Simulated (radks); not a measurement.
All-electron atom: the tantalum ion Ta3.75+ in [He] 2s1.25 2p6 3s2 3p6 3d10 4s2 4p6 4d10 4f14 5s2 5p6 5d2 (fractional occupations, a model configuration). Calculated with a radial shooting solver on a logarithmic mesh with Libxc functionals: Dirac Kohn-Sham, PBE, spin-unpolarised, spherical densities, finite nucleus; open shells fill j = l - 1/2 first; Fermi nuclear charge, rms radius 5.3507 fm.

Normalised radial functions P(r) = r R(r) (large component), r in bohr:

```
   r/bohr * 5p3/2, o 4f5/2, + 5d5/2 (the largest magnitude, 1.3, reaches the edge; | marks zero, & curves that meet)
  0.00106                             &
 0.001414                             &
 0.001871                             &
 0.002495                             &
 0.003328                             &
 0.004439                             &
  0.00592                             &*
 0.007833                             &*
  0.01045                             &*
  0.01393                             & *
  0.01859                             &  *
  0.02479                             &   *
   0.0328                             o+   *
  0.04374                             o +  *
  0.05834                             |o +*
  0.07782                             |*o +
   0.1038                         *   |   o+
   0.1373                      *      |    + o
   0.1832                       *     | +          o
   0.2443                           + |*                 o
   0.3258                      +      |        *               o
   0.4346                     +       |         *                o
   0.5796                          +  |*                      o
   0.7669                *            |     +            o
    1.023        *                    |           o +
    1.364          *                  |     o          +
     1.82                 *           |  o            +
    2.427                        *    |o        +
    3.211                            *o    +
    4.283                             & +
    5.712                             &
```

5p3/2: eigenvalue -77.458 eV, 3 radial nodes at r = 0.0823, 0.237, 0.589 bohr, <r> = 1.27 bohr, 90 % of the charge inside 1.84 bohr. 4f5/2: eigenvalue -72.179 eV, 0 radial nodes, <r> = 0.605 bohr, 90 % of the charge inside 1.00 bohr. 5d5/2 (empty): eigenvalue -39.250 eV, 2 radial nodes at r = 0.215, 0.641 bohr, <r> = 1.72 bohr, 90 % of the charge inside 2.59 bohr.
